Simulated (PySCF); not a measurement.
Correlation energy of Tb⁴⁹⁺ (terbium, charge +49)

Starting occupation: [Ne] 3s2 3p4, 3p1/2 with m_j = -1/2, +1/2, 3p3/2 with m_j = +1/2, +3/2. Calculation: PySCF 2.14, in an even-tempered Gaussian basis (18 s from 13 bohr⁻², ratio 2.4; 14 p from 16 bohr⁻², ratio 2.4; 4 d from 59 bohr⁻², ratio 2.6; 4 f from 89 bohr⁻², ratio 2.6); X2C-1e with screened-nucleus spin-orbit coupling, Gaussian nucleus. Frozen: 1s2; 14 electrons correlated; the 54 highest virtual spinors left out.

MP2 pair energies summed by pair of shells (mhartree):

```csv
pair,energy,share (%)
2p3/2-2p3/2,-88.62,15.0
2p1/2-2p3/2,-87.75,14.8
3p3/2-3s1/2,-48.67,8.2
3p1/2-3p3/2,-45.14,7.6
2p3/2-2s1/2,-39.65,6.7
2p3/2-3p1/2,-35.95,6.1
3p1/2-3s1/2,-33.06,5.6
2p3/2-3p3/2,-30.37,5.1
3p1/2-3p1/2,-25.01,4.2
2p3/2-3s1/2,-24.65,4.2
2p1/2-2p1/2,-21.09,3.6
2p1/2-2s1/2,-19.55,3.3
2p1/2-3p3/2,-13.58,2.3
2p1/2-3p1/2,-13.17,2.2
2s1/2-2s1/2,-11.19,1.9
3p3/2-3p3/2,-10.53,1.8
2p1/2-3s1/2,-9.85,1.7
3s1/2-3s1/2,-9.83,1.7
2s1/2-3p1/2,-9.44,1.6
2s1/2-3p3/2,-8.07,1.4
2s1/2-3s1/2,-7.45,1.3
```

Total MP2 correlation energy: -592.62 mhartree.

At this charge the one-electron X2C treatment keeps the bare 1/r₁₂, with no two-electron picture change or Breit term. The effect here is smaller than on the frozen 1s shell.
